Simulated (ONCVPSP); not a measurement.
## niobium (Nb), ONCV: configuration errors across variants

- Element: Nb (Z = 41)
- Generator: ONCVPSP 4.0.1
- Type: optimised norm-conserving Vanderbilt (ONCV)
- Functional: PBE
- Relativity: fully relativistic
- Frozen core: [Ar] 3d10
- Valence charge: 13
- Reference configuration: 4s2 4p6 4d4 5s0.75 5p0.25
- Partial waves: 4s+5s: rc 2.15 bohr, ncon 3, nbas 8, qcut 7 1/bohr, 2 projectors; 4p+5p: rc 2.10 bohr, ncon 5, nbas 8, qcut 7.9 1/bohr, 2 projectors; 4d: rc 2.30 bohr, ncon 4, nbas 9, qcut 7.4 1/bohr, 2 projectors, debl 2.4 Ha; f scattering state at 0.08 Ha: rc 1.85 bohr, ncon 3, nbas 7, qcut 6.4 1/bohr, 3 projectors, debl 1.4 Ha
- Local potential: polynomial inside 1.65 bohr (lpopt 4, dvloc0 -1 Ha)
- Core correction: Teter function, fcfact 5.5, rcfact 1.5

Open shells are filled in proportion to 2j + 1.

All-electron excitation energies from the reference (eV): (1) 4s2 4p6 4d4 5s1 5p0 -0.721; (2) 4s2 4p6 4d4 5s0 5p0 5.917; (3) 4s2 4p6 4d4.5 5s0.5 5p0 -0.163.

Errors AE − PS in meV (a dash: test not solved or not reliable):

| change | (1) | (2) | (3) | bound ghosts | GHOST(+) flags above zero |
| --- | --- | --- | --- | --- | --- |
| base | -0.1 | -0.8 | -0.3 | none | none |
| all radii but the core radius scaled by about 0.80 (s 1.72, p 1.68, d 1.84, f 1.48 bohr); local potential polynomial inside 1.32 bohr (lpopt 4, dvloc0 -1 Ha) | 0.0 | -0.5 | -0.3 | none | s, f7/2, f5/2 |
| all radii but the core radius scaled by about 0.92 (s 1.98, p 1.94, d 2.12, f 1.72 bohr); local potential polynomial inside 1.52 bohr (lpopt 4, dvloc0 -1 Ha) | 0.0 | -0.7 | -0.2 | none | none |
| all radii but the core radius scaled by about 1.03 (s 2.22, p 2.16, d 2.38, f 1.90 bohr); local potential polynomial inside 1.70 bohr (lpopt 4, dvloc0 -1 Ha) | 0.0 | -0.8 | -0.2 | none | none |
| all radii but the core radius scaled by about 1.10 (s 2.36, p 2.32, d 2.54, f 2.04 bohr); local potential polynomial inside 1.82 bohr (lpopt 4, dvloc0 -1 Ha) | 0.0 | -0.8 | -0.2 | none | none |
| all radii but the core radius scaled by about 1.15 (s 2.46, p 2.42, d 2.64, f 2.12 bohr); local potential polynomial inside 1.90 bohr (lpopt 4, dvloc0 -1 Ha) | -0.1 | -0.8 | -0.1 | none | none |
| all radii but the core radius scaled by about 1.25 (s 2.68, p 2.62, d 2.88, f 2.32 bohr); local potential polynomial inside 2.06 bohr (lpopt 4, dvloc0 -1 Ha) | 0.0 | -0.6 | +0.3 | none | none |
| all radii but the core radius scaled by about 1.33 (s 2.86, p 2.80, d 3.06, f 2.46 bohr); local potential polynomial inside 2.20 bohr (lpopt 4, dvloc0 -1 Ha) | -0.1 | -0.5 | +1.2 | none | none |

**Question.** Give the same row for: all radii but the core radius scaled by about 0.86 (s 1.84, p 1.80, d 1.98, f 1.58 bohr); local potential polynomial inside 1.42 bohr (lpopt 4, dvloc0 -1 Ha).

**Answer.** 0.0, -0.6, -0.3; bound ghosts: none; GHOST(+) flags above zero: f7/2, f5/2.
